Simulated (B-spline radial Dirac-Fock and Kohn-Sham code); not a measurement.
## What relativity does to the binding energies of Tm⁴⁺

System: Tm⁴⁺ in the configuration [Xe] 4f11.

Both columns are ΔSCF binding energies of the configuration average from a radial finite-basis atomic code: non-relativistic Hartree-Fock with a point nucleus, and Dirac-Fock with a finite nucleus and the Coulomb interaction alone, averaged over the two j levels with weights 2j+1.

```
shell  Hartree-Fock (eV)  Dirac-Fock (eV)  shift (eV)  shift (%)
   1s            55568.2          59723.2    +4154.92      +7.48
   2s             9129.9          10216.6    +1086.66     +11.90
   2p             8703.1           9057.6     +354.45      +4.07
   3s             2119.5           2382.2     +262.75     +12.40
   3p             1925.2           2021.3      +96.18      +5.00
   3d             1566.7           1551.4      -15.24      -0.97
   4s              475.3            538.3      +63.00     +13.25
   4p              395.3            416.7      +21.43      +5.42
   4d              250.9            247.0       -3.95      -1.57
   4f              70.91            64.16       -6.75      -9.52
   5s              102.8            112.7       +9.97      +9.70
   5p              76.93            79.21       +2.28      +2.96
```

Relativity binds 1s, 2s, 2p, 3s, 3p, 4s, 4p, 5s, 5p more strongly, among those listed most of all 4s in relative terms, and 3d, 4d, 4f more weakly, because the contracted s and p shells screen the nucleus better.

Values without a named source are computed, but for edge energies of neutral atoms, which are taken from tables.
